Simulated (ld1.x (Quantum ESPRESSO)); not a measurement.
An all-electron radial function and its pseudo partner (mercury (Hg))

Columns: radius, all-electron u(r) and pseudo u(r) of the 6s shell (level -5.29 eV) of mercury in the configuration [Kr] 4d10 4f14 5s2 5p6 5d10 6s2 6p0; PBE, non-relativistic, TM scheme, ld1.x (Quantum ESPRESSO) 7.5.

| r (bohr) | all-electron | pseudo |
| --- | --- | --- |
| 0.113 | 0.0766 | -0.0444 |
| 0.225 | -0.0011 | -0.0846 |
| 0.338 | -0.1832 | -0.1182 |
| 0.450 | -0.0907 | -0.1423 |
| 0.563 | 0.0983 | -0.1568 |
| 0.675 | 0.2374 | -0.1631 |
| 0.788 | 0.2884 | -0.1647 |
| 0.900 | 0.2619 | -0.1655 |
| 1.013 | 0.1830 | -0.1697 |
| 1.125 | 0.0777 | -0.1809 |
| 1.238 | -0.0377 | -0.2029 |
| 1.350 | -0.1494 | -0.2383 |
| 1.463 | -0.2526 | -0.2891 |
| 1.575 | -0.3422 | -0.3519 |
| 1.688 | -0.4187 | -0.4198 |
| 1.800 | -0.4810 | -0.4810 |
| 1.913 | -0.5311 | -0.5311 |
| 2.025 | -0.5694 | -0.5694 |
| 2.138 | -0.5977 | -0.5977 |
| 2.250 | -0.6171 | -0.6171 |
| 2.363 | -0.6290 | -0.6290 |
| 2.475 | -0.6345 | -0.6345 |
| 2.588 | -0.6344 | -0.6344 |
| 2.700 | -0.6299 | -0.6299 |
| 2.813 | -0.6216 | -0.6216 |
| 2.925 | -0.6103 | -0.6103 |

Question: How many radial nodes do the two functions have?

Answer: The all-electron 6s function has n − l − 1 = 5 (the table is too coarse to show those close to the nucleus); the pseudo-wave has 0, since the states of the same l below it are removed with the core.

Question: At about which radius was the pseudo-wave matched?

Answer: 1.85 bohr, where the columns begin to agree (steps of 0.11 bohr).

Question: Is the pseudo-wave norm-conserving?

Answer: Yes: the TM scheme keeps the norm inside the radius equal to the all-electron one, which fixes the energy derivative of the logarithmic derivative at the level.
